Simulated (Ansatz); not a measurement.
`[F][GaH][SH]` and `[NH2][Ga]([F])[SH]` differ in one atom or group.

Ansatz, PBE0-D4/def2-TZVP geometries, multiplicity 1. Each molecule was computed in one conformer, which needn't be the lowest.

Scalar relativity is left out up to krypton.

```json
{"property": "HOMO–LUMO gap (B3LYP/def2-TZVPP) / eV", "`[F][GaH][SH]`": "6.30"}
{"property": "size of the dipole moment (B3LYP/def2-TZVPP) / D", "`[F][GaH][SH]`": "1.27"}
{"property": "LUMO energy (ωB97M-V/def2-TZVPP) / eV", "`[F][GaH][SH]`": "0.46"}
{"property": "size of the dipole moment (ωB97M-V/def2-TZVPP) / D", "`[F][GaH][SH]`": "1.26"}
{"property": "HOMO energy (B3LYP/def2-TZVPP) / eV", "`[F][GaH][SH]`": "-7.83"}
{"property": "HOMO energy (PBE0/def2-TZVPP) / eV", "`[F][GaH][SH]`": "-8.08"}
```

What does the change do to each property? (Estimate.)

Ansatz gave: 
| property | `[NH2][Ga]([F])[SH]` | shift |
| --- | --- | --- |
| HOMO–LUMO gap (B3LYP/def2-TZVPP) / eV | 6.37 | 0.07 |
| size of the dipole moment (B3LYP/def2-TZVPP) / D | 1.96 | 0.69 |
| LUMO energy (ωB97M-V/def2-TZVPP) / eV | 1.09 | 0.63 |
| size of the dipole moment (ωB97M-V/def2-TZVPP) / D | 1.93 | 0.67 |
| HOMO energy (B3LYP/def2-TZVPP) / eV | -7.40 | 0.43 |
| HOMO energy (PBE0/def2-TZVPP) / eV | -7.65 | 0.43 |

With PBE0 the HOMO rises by 0.43 eV and the LUMO rises by 0.57 eV, so the gap widens by about 0.14 eV. PBE moves the HOMO by 0.56 eV and ωB97M-V by 0.35 eV. Dipoles are sizes alone; their direction can turn.

B3LYP here is the variant with VWN-RPA as its local correlation; programs differ in this.
